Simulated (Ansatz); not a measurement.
Basis-set extrapolation for C2H7BN2 (PBE0-D4/def2-TZVP geometry, frozen core, Ansatz). Multiplicity 1, RHF reference.

|  | def2-TZVPP | def2-QZVPP |
| --- | --- | --- |
| HF | -213.405998 | -213.415904 |
| MP2 correlation | -0.871902 | -0.929594 |
| CCSD(T) correlation | -0.942237 | not run |

Energies in hartree. Use E(X) = E(∞) + A·exp(−7.88·√X) for Hartree–Fock and E(X) = E(∞) + B·X^(−2.97) for correlation, with X = 3 and 4, and add CCSD(T) minus MP2 of the smaller set to the MP2 limit.

Task: What is the CCSD(T) energy at the basis-set limit?

Result: HF limit: -213.415904 + (-0.009906) × 0.13774 = -213.41727. MP2 limit: -0.929594 + (-0.057692) × 0.74074 = -0.97233. Higher-order term: -0.942237 − (-0.871902) = -0.07034. Total: -214.45994 hartree, 70.1 kcal/mol below CCSD(T)/def2-TZVPP.
